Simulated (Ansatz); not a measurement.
Computed with Ansatz on PBE0-D4/def2-TZVP structures; ΔE is electronic, products minus reactants. CBS: MP2 limit from def2 TZ/QZ plus the TZ coupled-cluster correction, frozen cores. Functionals use def2-TZVPP. For Ge outer-core shells are correlated without core-valence functions, which leaves a few kJ/mol of doubt a bond. Scalar relativity is left out up to krypton. Each species was taken in one conformer, which may not be the lowest.

Reaction (redistribution): `Cl[SiH2][O][GeH3]` + `BC[SiH3]` → `BC[SiH2]Cl` + `[SiH3][O][GeH3]`

(1) Is it downhill or uphill in electronic energy at CCSD(T)/CBS, and by how much? (Estimate.)

(2) What do these levels give: B97M-V, PBE-QIDH, RPA@PBE/def2-TZVPP, HF/def2-SVP, CCSD/def2-TZVPP, HF/def2-QZVPP? (Best estimate.)

Largest T1 diagnostic among the species: 0.012.

Answers

(1) Computed: Uphill: ΔE = +4.1 kcal/mol.

(2) The calculation gave: B97M-V 4.2, PBE-QIDH 4.0, RPA@PBE/def2-TZVPP 3.7, HF/def2-SVP 3.5, CCSD/def2-TZVPP 3.9, HF/def2-QZVPP 3.1 kcal/mol.

Leaving LDA and LC-ωPBE aside and taking each functional with its dispersion term where it has one, the values, not all of them listed here, spread over 0.6 kcal/mol, from B2PLYP to revPBE-D4. LDA lies +0.7 kcal/mol from PBE without D4. In def2-TZVPP, CCSD(T) changes the Hartree–Fock value by +0.9 kcal/mol (the triples alone add +0.2 kcal/mol) and MP2 by +0.8 kcal/mol.
